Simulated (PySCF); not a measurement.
GeH2ClBr, SMILES [Cl][GeH2][Br].

Geometry: PBE-D3(BJ)/def2-SVP.

Level of theory: PBE-D3(BJ)/def2-SVP run with PySCF.

Frequencies are harmonic and unscaled.

Computed harmonic wavenumbers and intensities:
```tsv
mode	ν (cm⁻¹)	IR (km/mol)	moving atoms (share of kinetic energy)
1	119	1.7	Cl 52 %, Br 26 %, Ge 22 %
2	301	27.7	Ge 50 %, Br 47 %
3	417	55.9	Cl 66 %, Ge 34 %
4	479	13.5	H 90 %
5	618	0.6	H 99 %
6	746	137.7	H 97 %
7	819	79.8	H 98 %
8	2097	50.8	H 99 %
9	2120	84.3	H 98 %
```
